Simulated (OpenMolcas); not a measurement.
# Levels of Pt²⁺ by method

```
Program             : OpenMolcas
Basis               : ANO-RCC-VQZP [9s8p6d4f2g1h]
Scalar Hamiltonian  : DKH2, point nucleus
Active space        : 8 electrons in 6 orbitals (5d 6s)
State averaging     : 2S+1 = 3 even, 60 roots; 2S+1 = 5 even, 15 roots kept (CI in the orbitals of an earlier block); 2S+1 = 1 even, 55 roots kept (CI in the orbitals of an earlier block)
Spin-orbit coupling : RASSI with atomic mean-field integrals over the reference wave functions, term energies averaged over their components
```

Methods on the same reference wave functions:
A. CASSCF
B. SS-CASPT2, IPEA 0.25 Eh, imaginary shift 0.1 Eh (closed shells correlated: 5s 5p)
C. MS-CASPT2, IPEA 0.25 Eh, imaginary shift 0.1 Eh (closed shells correlated: 5s 5p)

Energies in cm-1 above 5d8 3F4, the measured ground level; measured values from NIST levels as listed in McCann et al., Mon. Not. R. Astron. Soc. 538, 537 (2025).

| Level | A | B | C | Measured |
| --- | --- | --- | --- | --- |
| 5d8 3F4 | 0.0 | 0.0 | 0.0 | 0.0 |
| 5d8 3F3 | 10266 | 10380 | 10450 | 9752 |
| 5d7 6s 5F5 | 18112 | 20420 | 20490 | 21837 |
| 5d8 3P0 | 18850 | 15530 | 15280 | 14939 |
| 5d8 3P1 | 19901 | 17280 | 17290 | 16782 |
| 5d7 6s 5F4 [54 %] | 23802 | 26440 | 26370 |  |
| 5d8 1G4 [65 %] | 25447 | 21960 | 22120 | 21331 |
| 5d7 6s 5F3 | 28910 | 30890 | 30980 |  |
| 5d7 6s 5F2 [67 %] | 31210 | 32810 | 32760 |  |
| 5d7 6s 5F1 [62 %] | 32377 | 33760 | 33700 |  |
| 5d7 6s 3F4(1) [59 %] | 35682 | 35050 | 35000 |  |
| 5d7 6s 5P3 [73 %] | 36434 | 35960 | 36070 |  |
| 5d7 6s 5P2 [53 %] | 36644 | 35370 | 35260 |  |
| 5d7 6s 5P1 [54 %] | 41112 | 40020 | 39900 |  |
| 5d7 6s 3G5 [64 %] | 41489 | 41570 | 41650 |  |
| 5d7 6s 3F3(1) [62 %] | 42591 | 41650 | 41750 |  |
| 5d7 6s 3H6 | 48058 | 47530 | 47600 |  |
| 5d7 6s 3G3 | 49264 | 48830 | 48890 |  |
| 5d7 6s 3H5 [60 %] | 51483 | 50390 | 50500 |  |
| 5d7 6s 3D3(1) [61 %] | 53843 | 52990 | 53070 |  |
| 5d8 1S0 [54 %] | 57680 | 45580 | 46610 |  |
| 5d7 6s 3F2(2) [74 %] | 61295 | 57280 | 57250 |  |
| 5d7 6s 3F3(2) [71 %] | 62271 | 58020 | 58030 |  |
| 5d7 6s 1H5 [63 %] | 62403 | 60460 | 60600 |  |

Deviations, from unrounded energies. A percentage is the sum of absolute deviations over the sum of measured energies, with the sign that they share, or ± where signs differ.

```
                        Against measurement  Levels      A     B     C
             mean absolute deviation (cm-1)       5   3100   750   740
      fine structure of the ground term (%)       1   +5.3  +6.5  +7.2
other terms of the ground configuration (%)       3  +21.0  +3.2  +3.1
                   other configurations (%)       1  -17.1  -6.5  -6.2
```

B, C lie about equally close to measurement and A furthest from it. The largest miss of C in the table is 5d7 6s 5F5, by -1400 cm-1. The ranking rests on the paired levels alone, and a cruder setting can come out closer through cancelling errors.

Between B and C the level of the table that moves most is 5d8 1S0 [54 %], by 1000 cm-1 (lowest in B, highest in C). Moves below CASPT2's spread within the term are not significant.

The mean deviations of B to C differ by less than CASPT2's widest spread within a term (1200 cm-1), so their order carries little weight.

From A to B the spin-free energies of the other terms of 5d8 shown, above 3F, scale by factors of 0.72 to 0.81, as is usual when dynamic correlation screens the repulsion within a d or f shell.

The lowest spin-free term lies below A's lowest term by 0.511 hartree in B, 0.511 hartree in C.

CASPT2 does not keep the components of a term degenerate, so their means are used; among the terms shown or strongly mixed into the levels shown the widest spread is 1200 cm-1 (5d8 1G, C). Terms from blocks run as CI alone lack orbitals of their own. A single d shell beside an s shell can misplace configurations of different d count against each other. Without dynamic correlation excited terms often stand tens of per cent too high (terms of higher spin than the ground term too low), and those without a measured partner can miss by more than the paired ones (holds for A). The CASPT2 spread within a term exceeds the gap to the next term for 5d7 6s 3P(1) and 5d7 6s 3D(1), so the order of their levels is uncertain (holds for B). Computed and measured levels are paired by configuration, term and J; levels that our copy of the source lacks, or whose pairing is in doubt (as where it misses far off the trend of its configuration), stay unpaired and out of the deviations. Levels of configurations outside the active space are missing. The table leaves out levels that lie high or whose names do not pair safely across all columns.

A share in square brackets marks a mixed level and gives the weight of the term that names it, the lowest over the columns. A number in round brackets counts repeated terms of one configuration in the order of the reference energies.
